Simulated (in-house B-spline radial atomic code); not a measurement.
Ne³⁺. Computed with a B-spline radial atomic code. Model: all-electron spherical atom, spin shells full or empty, radial basis limit, no spin-orbit coupling, Breit or QED, empty-state partial waves extrapolated as (l+1/2)^-4, RPA, G0W0 and static COHSEX of the highest shell as one setting changes (uncorrelated shells keep exact exchange).

Empty levels are discrete states of a finite basis, so the steps are uneven.

Given: element Ne; charge 3; filled core He; hamiltonian non-relativistic; mean-field start PBE0; highest l of empty states 9; lowest nl shells left uncorrelated 0; highest mean-field shell 2p up; box radius 14.14 bohr.

Shell: 2s 1 1, 2p 3 0 (electrons up and down).

```
highest empty level kept (hartree)  RPA correlation energy (hartree)  G0W0 level (eV)  G0W0 minus most complete (meV)  COHSEX level (eV)  linearised minus solved G0W0 (meV)
                              5.33                          -0.13832          -96.092                           999.4            -97.613                               -28.5
                             10.67                                 ?                ?                               ?                  ?                                   ?
                             18.67                          -0.22093          -96.655                           436.4            -99.567                               -31.5
                                32                          -0.24626          -96.818                           273.2            -100.06                               -32.7
                             53.33                          -0.27165          -96.941                           150.4             -100.4                               -33.6
                                96                          -0.29871          -97.034                            57.5            -100.63                               -34.3
                               160                          -0.31879          -97.067                            24.1            -100.71                               -34.6
                               320                          -0.33316          -97.082                             8.6            -100.75                               -34.7
                               640                                 ?                ?                               ?                  ?                                   ?
                            1333.3                          -0.34796           -97.09                             0.5            -100.77                               -34.7
                              3200                          -0.34928          -97.091                             0.1            -100.77                               -34.7
                             10667                          -0.34965          -97.091                               0            -100.77                               -34.7
```

(1) What follows for highest empty level kept = 10.67?

(2) What follows for highest empty level kept = 640?

Answers

(1) RPA correlation energy -0.18539 hartree; G0W0 level -96.402 eV; G0W0 minus most complete 688.7 meV; COHSEX level -98.758 eV; linearised minus solved G0W0 -29.9 meV.

(2) RPA correlation energy -0.34417 hartree; G0W0 level -97.089 eV; G0W0 minus most complete 2 meV; COHSEX level -100.77 eV; linearised minus solved G0W0 -34.7 meV.
